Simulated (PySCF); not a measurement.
## Exercise with solution: dipole moment from atomic charges

B(H)(I)(OMe) (CH4BIO), SMILES O(C)BI. Atoms are numbered in the order given.

```xyz
8

B     -0.5881    -1.0363     0.0000
H     -1.7714    -1.2783     0.0000
I      0.0299     1.0114     0.0000
O      0.3497    -1.9777     0.0000
C      0.0576    -3.3579     0.0000
H      0.5063    -3.8168    -0.8929
H      0.5063    -3.8168     0.8929
H     -1.0281    -3.5434     0.0000
```

Geometry: PBE0-D3(BJ)/def2-SVP. The def2 effective core potentials stand for the cores of I; spin–orbit coupling is left out. One conformer was computed; it need not be the lowest.

Charges (e) from PBE/def2-TZVP in PySCF:

| atom | ESP fit | Mulliken |
|---|---|---|
| B1 | 0.167 | -0.026 |
| H2 | -0.036 | 0.006 |
| I3 | -0.129 | -0.050 |
| O4 | -0.172 | -0.123 |
| C5 | -0.194 | -0.194 |
| H6 | 0.127 | 0.138 |
| H7 | 0.127 | 0.138 |
| H8 | 0.111 | 0.112 |

The dipole moment of the full density is 2.82 D.

Problem. What dipole moment does each set of point charges give, and which comes closer to that of the density?

Solution. 
μ = Σ q r, and 1 e Å = 4.8032 D.
ESP fit: Σ q r = (-0.095, -0.629, 0.000) e Å, |μ| = 3.05 D.
Mulliken: Σ q r = (-0.026, -0.587, 0.000) e Å, |μ| = 2.82 D.
Mulliken comes closer in size. Point charges leave out the atoms' own dipoles (lone pairs, polarised bonds); fits to the potential absorb them, partitions of the density don't.
